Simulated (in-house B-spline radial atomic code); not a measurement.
A radial electron density 4πr²n(r) was computed for an atom or ion in its tabulated ground configuration with a B-spline radial code for spherical atoms; method: Dirac-Kohn-Sham BLYP, spherical fractional occupations. Columns: r (bohr), 4πr²n(r) (electrons per bohr), bar.

```
 0.00191   0.8801 #
 0.00228    1.216 #
 0.00272    1.671 ##
 0.00324    2.279 ##
 0.00387    3.104 ###
 0.00461    4.177 ####
 0.00549    5.572 ######
 0.00655    7.379 ########
 0.00781    9.645 ##########
 0.00931    12.42 #############
  0.0111    15.73 ################
  0.0132    19.46 ####################
  0.0158    23.68 #########################
  0.0188    27.83 #############################
  0.0224     31.7 #################################
  0.0267    34.76 ####################################
  0.0319    36.53 ######################################
   0.038    36.63 ######################################
  0.0453    35.14 #####################################
   0.054    32.64 ##################################
  0.0644    30.28 ################################
  0.0767    29.44 ###############################
  0.0915    31.09 #################################
   0.109    35.01 #####################################
    0.13    39.57 #########################################
   0.155    42.06 ############################################
   0.185    40.25 ##########################################
    0.22    34.18 ####################################
   0.263    26.12 ###########################
   0.313    20.34 #####################
   0.373       19 ####################
   0.445    21.24 ######################
    0.53    23.52 #########################
   0.632    22.72 ########################
   0.754    18.33 ###################
   0.899    12.27 #############
    1.07    6.855 #######
    1.28     3.11 ###
    1.52     1.21 #
    1.82   0.3652 
    2.16  0.09303 
    2.58  0.01658
```

(1) Which atom or ion is it?
A. Ga5+
B. Zn6+
C. As6+
D. Zn5+

## Answers

(1) D. The area under the curve, ∫4πr²n dr = ∫r·4πr²n d(ln r) on this logarithmic grid, is 25 electrons, which only this option has. The configuration is [Ar] 3d7.
